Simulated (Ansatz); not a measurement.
C4H5Si, SMILES C1=C[SiH]C=C1, multiplicity 2. Atoms are numbered in the order given.

```xyz
10

C      0.0000     0.7305    -1.2381
C      0.0000     1.3607    -0.0180
Si     0.0000     0.0000     1.1806
C      0.0000    -1.3607    -0.0180
C      0.0000    -0.7305    -1.2381
H      0.0000     1.2778    -2.1860
H      0.0000     2.4438     0.0994
H      0.0000     0.0000     2.6617
H      0.0000    -2.4438     0.0994
H      0.0000    -1.2778    -2.1860
```
Charge 0, spin multiplicity 2.

Geometry optimised at PBE0-D3(BJ)/def2-SVP. The isomer is the one that the SMILES or the coordinates give; other isomers of the formula were not compared.

Two levels are set side by side: PBE-D3(BJ)/def2-SVP (Ansatz, a quantum-chemistry and plane-wave program) and PBE0-D3(BJ)/def2-SVP (Ansatz). Each level has its own optimised geometry; the coordinates shown are those of the second. Differences are taken from unrounded values.

| quantity | PBE0-D3(BJ) | PBE-D3(BJ) | PBE-D3(BJ) minus PBE0-D3(BJ) |
|---|---|---|---|
| mean bond length (Å) | 1.368 | 1.378 | 0.010 |
| bond C1–C2 (Å) | 1.373 | 1.384 | 0.011 |
| bond C1–C5 (Å) | 1.461 | 1.468 | 0.007 |
| bond C2–Si3 (Å) | 1.813 | 1.826 | 0.013 |
| bond Si3–C4 (Å) | 1.813 | 1.826 | 0.013 |
| bond C4–C5 (Å) | 1.373 | 1.384 | 0.011 |
| bond C1–H6 (Å) | 1.095 | 1.103 | 0.008 |
| bond C2–H7 (Å) | 1.090 | 1.097 | 0.008 |
| bond Si3–H8 (Å) | 1.481 | 1.493 | 0.012 |
| bond C4–H9 (Å) | 1.090 | 1.097 | 0.008 |
| bond C5–H10 (Å) | 1.095 | 1.103 | 0.008 |

Exact exchange shortens and stiffens bonds; PBE has none. Differences between two approximate levels are no errors against the true value.
